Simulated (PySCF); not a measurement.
## Magnetisability: `C1[Si@@H](OC)C(C)=C1`, C5H10OSi

Molfile (atoms numbered from 1):
```
C5H10OSi
     RDKit          3D

 17 17  0  0  0  0  0  0  0  0999 V2000
    2.5147   -0.5324   -0.1280 C   0  0  0  0  0  0  0  0  0  0  0  0
    1.6782   -0.0178   -1.1226 O   0  0  0  0  0  0  0  0  0  0  0  0
    0.1714    0.5785   -0.9868 Si  0  0  2  0  0  4  0  0  0  0  0  0
   -0.2796    1.8616    0.3862 C   0  0  0  0  0  0  0  0  0  0  0  0
   -1.2216    0.8290    0.9543 C   0  0  0  0  0  0  0  0  0  0  0  0
   -1.1087   -0.2417    0.1594 C   0  0  0  0  0  0  0  0  0  0  0  0
   -1.8171   -1.5509    0.2495 C   0  0  0  0  0  0  0  0  0  0  0  0
    3.4362   -0.8666   -0.6064 H   0  0  0  0  0  0  0  0  0  0  0  0
    2.7523    0.2306    0.6164 H   0  0  0  0  0  0  0  0  0  0  0  0
    2.0440   -1.3782    0.3781 H   0  0  0  0  0  0  0  0  0  0  0  0
   -0.0599    0.8661   -2.3897 H   0  0  0  0  0  0  0  0  0  0  0  0
    0.5039    2.1578    1.0856 H   0  0  0  0  0  0  0  0  0  0  0  0
   -0.7882    2.7724    0.0725 H   0  0  0  0  0  0  0  0  0  0  0  0
   -1.8419    0.9676    1.8274 H   0  0  0  0  0  0  0  0  0  0  0  0
   -2.4062   -1.6135    1.1636 H   0  0  0  0  0  0  0  0  0  0  0  0
   -1.1021   -2.3733    0.2322 H   0  0  0  0  0  0  0  0  0  0  0  0
   -2.4823   -1.6772   -0.6046 H   0  0  0  0  0  0  0  0  0  0  0  0
  1  2  1  0
  2  3  1  0
  3  4  1  0
  4  5  1  0
  5  6  2  0
  6  7  1  0
  6  3  1  0
  1  8  1  0
  1  9  1  0
  1 10  1  0
  3 11  1  6
  4 12  1  0
  4 13  1  0
  5 14  1  0
  7 15  1  0
  7 16  1  0
  7 17  1  0
M  END
```

Method used: GIAO HF/pcSseg-1 magnetisability, rotational g tensor and spin-rotation constants, non-relativistic, gas phase (PySCF 2.14.0). Geometry: GFN2-xTB.

Question: What are the magnetisability and the molar susceptibility?

Answer: Isotropic -1148 × 10⁻³⁰ J/T², or -69.2 × 10⁻⁶ cm³/mol; principal values -1283, -1193, -970 × 10⁻³⁰ J/T², anisotropy 279 × 10⁻³⁰ J/T² (root of half the summed squared differences of the principal values). The susceptibility is in cgs units.

Question: Split it along the inertial axes a, b, c into diamagnetic and paramagnetic parts about the centre of mass, with the quadrupole moment.

Answer: 
```tsv
axis	χ (10⁻⁶ cm³/mol)	diamagnetic (10⁻⁶ cm³/mol)	paramagnetic (10⁻⁶ cm³/mol)	summed x² of all electrons (Å²)	quadrupole Θ (D Å)
a	-66.1	-528.4	462.4	159.7	-0.18
b	-70.8	-853.3	782.4	83.1	+0.87
c	-70.6	-1029.9	959.3	41.5	-0.69
```
Anisotropies 2χaa − χbb − χcc = +9.3 and 2χbb − χaa − χcc = -5.0 × 10⁻⁶ cm³/mol. Θ is traceless in Buckingham's convention.

Question: And the rotational g tensor?

Answer: 
```tsv
axis	rotational constant (GHz)	g	nuclear part	electronic part
a	3.0748	-0.0348	0.6331	-0.6679
b	1.6592	-0.0156	0.5944	-0.6099
c	1.3498	-0.0122	0.5961	-0.6083
```
Asymmetric top; isotopes 12C, 1H, 16O, 28Si; no vibrational averaging.
